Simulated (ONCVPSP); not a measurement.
## Logarithmic derivatives: fluorine (F), ONCV

```json
{
 "Element": "F (Z = 9)",
 "Generator": "ONCVPSP 4.0.1",
 "Type": "optimised norm-conserving Vanderbilt (ONCV)",
 "Functional": "BLYP",
 "Relativity": "scalar-relativistic",
 "Frozen core": "[He]",
 "Valence charge": "7",
 "Reference configuration": "2s2 2p5",
 "Partial waves": "2s: rc 0.70 bohr, ncon 3, nbas 6, qcut 11.4 1/bohr, local; 2p: rc 1.20 bohr, ncon 5, nbas 8, qcut 10 1/bohr, 2 projectors, debl 0.9 Ha; d scattering state at 0.35 Ha: rc 0.95 bohr, ncon 4, nbas 8, qcut 11.5 1/bohr, 2 projectors, debl 0.5 Ha",
 "Local potential": "the s channel",
 "Core correction": "polynomial model core, fcfact 0.4"
}
```

The phase is arctan(r·R′/R) of the radial function R(r), unwrapped; energies in Ha, scanned from -3 to 5 Ha. A pole is an energy at which the radial function vanishes at the test radius. The pseudo phase is shifted by a multiple of π to meet the all-electron one at the reference energy, and phase errors are pseudo minus all-electron; the curves can meet again beyond the range given. Levels narrower than the energy grid can be missing from the lists of poles.

| channel | radius (bohr) | reference energy (Ha) | poles, all-electron | poles, pseudo | unbroken range about the reference energy with phases within 0.05 rad | phase error 1 Ha above the reference energy (rad) |
| --- | --- | --- | --- | --- | --- | --- |
| s | 0.71 | -1.09 | none | none | the whole range | -0.001 |
| p | 1.22 | -0.41 | 0.91 | 0.91 | the whole range | -0.000 |
| d | 0.96 | 0.35 | none | none | the whole range | +0.000 |

Phases in the d channel:

```tsv
E (Ha)	all-electron	pseudo
-2.98	1.115	1.115
-2.54	1.090	1.090
-2.10	1.061	1.061
-1.66	1.028	1.028
-1.22	0.989	0.989
-0.78	0.943	0.943
-0.34	0.888	0.888
0.10	0.823	0.823
0.54	0.742	0.742
0.98	0.643	0.643
1.42	0.521	0.521
1.86	0.371	0.371
2.30	0.192	0.192
2.74	-0.013	-0.013
3.18	-0.229	-0.229
3.62	-0.439	-0.439
4.06	-0.625	-0.625
4.50	-0.783	-0.783
4.94	-0.913	-0.913
```
